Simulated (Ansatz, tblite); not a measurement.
Cost and result up the ladder for Si(CCH)2H2 (C₄H₄Si) (9 atoms). Charge 0, multiplicity 1. Geometry: PBE0-D4/def2-SVP.

Cartesian coordinates in Å:
```
Si 0.159 0.090 -0.937
C -0.766 -1.285 -0.153
C -1.381 -2.201 0.359
H -1.925 -3.010 0.813
C 0.733 1.266 0.346
C 1.118 2.052 1.191
H 1.457 2.746 1.940
H -0.733 0.801 -1.895
H 1.337 -0.460 -1.664
```

Ansatz on 2 threads of AMD EPYC 7R13 on a shared host; xTB runs through tblite on one thread. Times are rough, summed over both states, and most runs start from the orbitals of an earlier one. No level here is sound enough to serve as a yardstick. The other state is a triplet.

The xTB rows come from tblite.

xTB has no spin-polarisation term.

| level | functions | wall time | vertical triplet (eV) |
| --- | --- | --- | --- |
| GFN1-xTB | 33 | 0.007 s | 5.17 |
| GFN2-xTB | 29 | 0.008 s | 5.08 |
| PBE-D4/def2-TZVP | 185 | 8 s | 5.04 |
| r2SCAN-D4/def2-TZVP | 185 | 15 s | 4.85 |
